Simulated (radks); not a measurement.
The numbers below are computed, except where a source is named.
Effect of the nuclear size on neutral aluminium, [Ne] 3s2 3p1. Code: a radial shooting solver on a logarithmic mesh with Libxc functionals. Model: Dirac Kohn-Sham, BLYP, spin-unpolarised, spherical densities, finite nucleus; open shells fill j = l - 1/2 first; Fermi nuclear charge, rms radius 3.061 fm. The rms radius is varied about that value; shifts are against it.

rms radius (fm)  total energy shift (eV)  density at nucleus (e/bohr^3)  1s1/2 shift (meV)
2.7059                         -0.000814                           1506             -0.338
2.7916                         -0.000626                           1505             -0.260
3.061                                  0                           1504              0.000
3.2294                          0.000420                           1503              0.175
3.6518                           0.00157                           1501              0.653

Slopes of the eigenvalues against <r^2> in GHz/fm^2, as finite differences over the two radii next to the reference (eigenvalue slopes, not the field-shift constants of lines): 1s1/2 39.9.
